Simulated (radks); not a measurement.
Question: Coherent X-ray form factor from a spherical all-electron density. All-electron calculation, scalar-relativistic Kohn-Sham, r2SCAN, spin-polarised, spherical densities, finite nucleus; meta-GGA in the generalised Kohn-Sham scheme; Fermi nuclear charge, rms radius of each element as measured or else 0.836 A^(1/3) + 0.57 fm. Program: a radial shooting solver on a logarithmic mesh with Libxc functionals.

sin(theta)/lambda (1/angstrom),f0 (electrons)
0.05,51.106
0.1,48.746
0.15,45.633
0.2,42.409
0.25,39.412
0.3,36.719
0.4,32.067
0.5,28.128
0.6,24.845
0.8,20.185
1,17.275
1.25,14.553
1.5,12.102
2,8.216

The species is in the configuration that NIST lists as its ground one. Which atom or ion scatters so?

Answer: The iodine ion I+, [Kr] 4d10 5s2 5p4. Extrapolating in s^2 from the first two rows gives f0(0) = 51.9, near the electron count 52; among species with that count, the fall with angle is slower the higher Z, and the table is that of Z = 53; from so few rows the species is fixed only to a neighbour or two.
